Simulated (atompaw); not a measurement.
## beryllium (Be): PAW (atompaw) pseudisation with LDA (PW92), scalar-relativistic reference atom.

| Property | Result |
| --- | --- |
| Element | beryllium (Be) |
| Generator | atompaw 4.2.0.5 |
| Type | PAW |
| Functional | LDA (PW92) |
| Relativity | scalar-relativistic |
| Frozen core | none |
| Valence charge | 4 |
| Reference configuration | 1s2 2s2 2p0 |
| Partial waves | 1s (bound): rc 0.45 bohr; 2s (bound): rc 3.00 bohr; 2p (bound, empty): rc 3.00 bohr; 2p channel at 4.15 Ry: rc 3.00 bohr |
| Local potential | troulliermartins scheme with l = 2 at 0 Ry, radius 2.00 bohr |
| Core correction | none |
| Augmentation charge | sinc compensation charge, radius 2.30 bohr; PAW radius 3.00 bohr; waves and projectors: custom rrkj vanderbiltortho |

* Cutoffs needed: 230 Ry and 300 Ry (the cutoffs (Ry, on a coarse ladder) from which the occupation-weighted sum of valence levels, in a spherical-Bessel basis at the reference potential, stays within 10 and 1 mRy of its value at 400 Ry)
* Ghost test: no extra level below or beside the all-electron valence levels (s, p, d, f tested) (spherical-Bessel basis up to 400 Ry, 20 bohr box)
* Lowest eigenvalue of the overlap operator: 0.47 (s channel)
* Overlap eigenvalues printed by atompaw (projector basis): 0.0273, 0.496, 20.6, 191
* Share of each valence orbital outside the PAW sphere: 1s 0 %, 2s 31 %, 2p 47 %
